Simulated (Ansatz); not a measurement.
`C=C[CH2][InH][Cl]` + H–F → `[F][InH][Cl]` + `C=CC` at 500 K and 1 bar (ligand exchange at the In–C bond).

Computed with Ansatz on PBE0-D4/def2-TZVP structures; ΔE is electronic, products minus reactants. CCSD(T)/CBS adds triple-zeta CCSD(T) − MP2 to the extrapolated MP2 energy (def2 sets, frozen cores). This one scheme is used for every species. def2 core potentials past Kr. For In outer-core shells are correlated without core-valence functions, which leaves a few kJ/mol of doubt a bond. Each species was taken in one conformer, which may not be the lowest.

```csv
species,CCSD(T)/CBS energy (Eh),H − E (kJ/mol),S (J/(mol·K))
`C=C[CH2][InH][Cl]`,-767.37996,251.1,453.1
H–F,-100.39570,39.4,188.7
`[F][InH][Cl]`,-750.05448,51.4,343.5
`C=CC`,-117.74610,238.4,304.6
```

H − E and S are ideal-gas, rigid-rotor, harmonic terms from PBE0-D4/def2-TZVP, for one conformer and one mirror image of each species. 1 Eh = 2625.50 kJ/mol, R = 8.31446 J/(mol·K).

Q: By hand: ΔE, ΔH, ΔS and ΔG.

A: ΔE = (-750.05448) + (-117.74610) − (-767.37996) − (-100.39570) = -0.02492 Eh = -65.4 kJ/mol. Δ(H − E) = 51.4 + 238.4 − 251.1 − 39.4 = -0.7, so ΔH = -66.1 kJ/mol. ΔS = 343.5 + 304.6 − 453.1 − 188.7 = 6.3 J/(mol·K). ΔG = -66.1 − 500 × (6.3)/1000 = -69.2 kJ/mol.

Q: By hand: the equilibrium constant, and the temperature at which ΔG would vanish if ΔH and ΔS stayed fixed.

A: log₁₀ K = −ΔG/(RT ln 10) = 7.2. ΔH and −TΔS have one sign here, so there is no such temperature.

The number of gas molecules stays the same, so ΔS is small and ΔH decides. A doubt of 5 kJ/mol in ΔE shifts log₁₀ K by 0.5 here. Other conformers and mirror images would add mixing entropy, several J/(mol·K) or more a flexible species. Modes under 60 cm⁻¹, often nearly free rotors, make the harmonic entropy too high. These are equilibria of isolated gas molecules and say nothing of rates. Largest T1 diagnostic: 0.015 (customary marks: 0.02 for closed shells, 0.045 for open ones).

ΔS is within the doubt of such terms, so its sign, and with it that verdict, could turn.
